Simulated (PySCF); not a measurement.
Members of one series of related molecules.

All values: CAM-B3LYP/def2-SVPD (PySCF) at GFN2-xTB geometries, gas phase, one conformer each. Core orbitals are frozen in the response; Δα² is half the sum of the squared differences of the principal polarisabilities. Dipoles and anisotropies that the point group forbids are given as zero.

Question: Rank by polarisability anisotropy Δα, lowest first.
A. `[cH:1]1[p:2][cH:3][p:4][c:5]([CH:6]2[CH2:7][CH2:8]2)[p:9]1` with P4–C5–C6–C7 144°
B. `c1pcpcp1`
C. `[CH3:1][CH2:2][c:3]1[p:4][cH:5][p:6][cH:7][p:8]1` with C1–C2–C3–P4 89°
D. `Clc1pcpcp1`

Answer: B (8.86 Å³), C (10.87 Å³), D (11.68 Å³), A (13.15 Å³).

Question: Rank by HOMO energy, lowest first.
A. `C(C)c1pcpcp1`
B. `c1pcpc(C2CC2)p1`
C. `C1=PC=PC=P1`

Answer: C (-8.75 eV), A (-8.36 eV), B (-7.97 eV).

Question: Rank by dipole moment, highest first.
A. `[CH3:1][CH2:2][c:3]1[p:4][cH:5][p:6][cH:7][p:8]1` with C1–C2–C3–P4 89°
B. `[cH:1]1[p:2][cH:3][p:4][c:5]([CH:6]2[CH2:7][CH2:8]2)[p:9]1` with P4–C5–C6–C7 144°
C. `c1pcpcp1`
D. `ClC1=PC=PC=P1`

Answer: D (1.54 D), B (1.17 D), A (0.75 D), C (0.00 D).

All values together:

```
         SMILES              change   formula  μ (D)  HOMO (eV)  LUMO (eV)  α (Å³)  Δα (Å³)  electrons  α per electron (Å³)
       c1pcpcp1              parent    C3H3P3   0.00      -8.75      -1.48   15.77     8.86         66                0.239
c1pcpc(C2CC2)p1   H replaced by cPr    C6H7P3   1.17      -7.97      -1.40   21.44    13.15         88                0.244
     CCc1pcpcp1  H replaced by C2H5    C5H7P3   0.75      -8.36      -1.42   19.79    10.87         82                0.241
     Clc1pcpcp1    H replaced by Cl  C3H2ClP3   1.54      -8.45      -1.76   18.21    11.68         82                0.222
```

Conformers: `[cH:1]1[p:2][cH:3][p:4][c:5]([CH:6]2[CH2:7][CH2:8]2)[p:9]1` with P4–C5–C6–C7 144°; `[CH3:1][CH2:2][c:3]1[p:4][cH:5][p:6][cH:7][p:8]1` with C1–C2–C3–P4 89°.

Question: Give the shifts from the parent, `c1pcpcp1`.

Answer: 
```tsv
SMILES	change in μ (D)	change in HOMO (eV)	change in LUMO (eV)	change in mean α (Å³)
c1pcpc(C2CC2)p1	+1.17	+0.78	+0.08	+5.67
CCc1pcpcp1	+0.75	+0.39	+0.06	+4.02
Clc1pcpcp1	+1.54	+0.30	-0.28	+2.44
```
